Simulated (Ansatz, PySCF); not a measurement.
Species: 2,2,2-trifluoroacetaldehyde, C2HF3O, net charge 0, singlet state. 
Structure (B3LYP-D3(BJ)/def2-TZVP (Ansatz, an electronic-structure program) minimum search):
```
C
F 1 1.3265
F 1 1.3465 2 108.93
F 1 1.3465 2 108.93 3 -117.37
C 1 1.5438 2 112.79 3 121.32
O 5 1.1917 1 122.80 2 0.00
H 5 1.1053 6 124.13 1 -180.00
```
Charge 0, spin multiplicity 1.

Total electronic energies in hartree. Cores are frozen in the correlated levels unless marked. No spin-orbit coupling. Non-relativistic. Basis-set limits of correlation are two-point, X^-3; Hartree-Fock from the larger set. [CCSD(T)-MP2]/basis is that difference in the basis named.

| level | program | energy (Eh) |
|---|---|---|
| HF/cc-pVDZ | Ansatz | -449.50865 |
| HF/aug-cc-pVQZ | Ansatz | -449.69376 |
| HF/cc-pVQZ | Ansatz | -449.69206 |
| RI-HF/aug-cc-pVQZ | Ansatz | -449.69353 |
| PBE-D3(BJ)/def2-TZVPD | Ansatz + dftd3 | … |
| revPBE/def2-TZVPD | Ansatz | -451.60652 |
| B3LYP-D4/def2-TZVPD | Ansatz + dftd4 | -451.75528 |
| PBE0/def2-SVP | Ansatz | -450.75590 |
| BHLYP-D3(BJ)/def2-TZVPD | Ansatz + dftd3 | -451.56024 |
| M06-2X/def2-TZVPD | PySCF | -451.58980 |
| HSE06-D3(BJ)/def2-TZVPD | Ansatz + dftd3 | -451.28128 |
| CAM-B3LYP/def2-TZVPD | Ansatz | -451.62506 |
| LC-wPBE/def2-TZVPD | Ansatz | -451.49148 |
| wB97X-V/def2-TZVPD | Ansatz | … |
| wB97X/def2-TZVPD | Ansatz | -451.64716 |
| B2PLYP/def2-TZVPD | Ansatz | -451.48480 |
| MP2/aug-cc-pVDZ | Ansatz | -450.60353 |
| SCS-MP2/aug-cc-pVDZ | Ansatz | -450.56399 |
| CCSD/aug-cc-pVTZ | Ansatz | -450.98096 |
| CCSD(T)/cc-pwCVTZ | Ansatz | -451.02481 |
| CCSD(T) with core electrons/cc-pwCVTZ | Ansatz | -451.33971 |
| RI-MP2/CBS(aug-cc-pVTZ,aug-cc-pVQZ)+[CCSD(T)-MP2]/aug-cc-pVTZ | Ansatz | -451.2238 |
| RI-MP2/CBS(cc-pVTZ,cc-pVQZ)+[CCSD(T)-MP2]/cc-pVTZ | Ansatz | -451.2172 |

Complete the blanks.


- PBE-D3(BJ)/def2-TZVPD, energy (Eh): -451.30809
- wB97X-V/def2-TZVPD, energy (Eh): -451.60425
